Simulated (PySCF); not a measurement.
# How the method moves the HOMO and LUMO of `CCOBP`

Compound: C2H8BOP.
Z-matrix (Å and degrees, PBE0-D3(BJ)/def2-SVP geometry), rows numbered from 1:
```
C 
C   1  1.5088
O   2  1.4159  1  109.44
B   3  1.3432  2  124.18  1  -158.58
P   4  1.9299  3  123.55  2     3.81
H   1  1.1000  2  110.70  3    61.58
H   1  1.0998  2  110.59  3   -58.24
H   1  1.0999  2  110.40  3  -178.36
H   2  1.1054  1  110.71  3  -121.24
H   2  1.1040  1  110.69  3   119.85
H   4  1.2107  3  116.46  2   177.88
H   5  1.4227  4   96.76  3  -148.56
H   5  1.4262  4   99.16  3   -51.06
```

Basis pcSseg-2 throughout (PySCF), one geometry. One conformer (not necessarily the lowest) at the PBE0-D3(BJ)/def2-SVP geometry, without solvent, vibrations or thermal averaging.

Question: How do the orbital energies, the gap and the dipole change with the method?

Answer: 
| method | kind | HOMO (eV) | LUMO (eV) | gap (eV) | μ (D) | SCF cycles |
| --- | --- | --- | --- | --- | --- | --- |
| BLYP | GGA | -5.91 | -1.35 | 4.56 | 1.75 | 15 |
| B97-D | GGA | -6.01 | -1.33 | 4.68 | 1.75 | 14 |
| OPBE | GGA | -6.03 | -1.35 | 4.68 | 1.78 | 15 |
| PBE | GGA | -6.05 | -1.49 | 4.56 | 1.78 | 14 |
| KT2 | GGA | -6.11 | -1.48 | 4.62 | 1.71 | 15 |
| KT3 | GGA | -6.12 | -1.43 | 4.68 | 1.70 | 14 |
| BP86 | GGA | -6.14 | -1.55 | 4.60 | 1.78 | 14 |
| LDA | LDA | -6.16 | -1.70 | 4.46 | 1.81 | 14 |
| B97-2 | global hybrid | -6.95 | -0.56 | 6.39 | 1.72 | 12 |
| B3LYP | global hybrid | -6.98 | -0.77 | 6.21 | 1.72 | 14 |
| PBE0 | global hybrid | -7.19 | -0.56 | 6.63 | 1.73 | 13 |
| mPW1PW91 | global hybrid | -7.22 | -0.56 | 6.65 | 1.72 | 13 |
| BHandHLYP | global hybrid | -8.21 | 0.42 | 8.63 | 1.66 | 11 |
| CAM-B3LYP | range-separated hybrid | -8.49 | 0.52 | 9.00 | 1.72 | 12 |
| wB97X-D | range-separated hybrid | -9.03 | 1.25 | 10.28 | 1.73 | 13 |
| HF | Hartree–Fock | -9.80 | 2.58 | 12.38 | 1.61 | 11 |
| LC-wPBE | range-separated hybrid | -9.82 | 1.65 | 11.47 | 1.76 | 14 |

The HOMO spans 3.91 eV, from BLYP down to LC-wPBE, and the gap runs from 4.46 eV (LDA) to 12.38 eV (HF). Over the methods BLYP (0 %), B97-D (0 %), OPBE (0 %), PBE (0 %), KT2 (0 %), KT3 (0 %), BP86 (0 %), LDA (0 %), B97-2 (21 %), B3LYP (20 %), PBE0 (25 %), mPW1PW91 (25 %), BHandHLYP (50 %), HF (100 %), a straight line through the gap against the share of exact exchange rises by 0.78 eV for each 10 % (correlation coefficient 0.999). The dipole ranges from 1.61 D (HF) to 1.81 D (LDA). This basis has no diffuse functions.
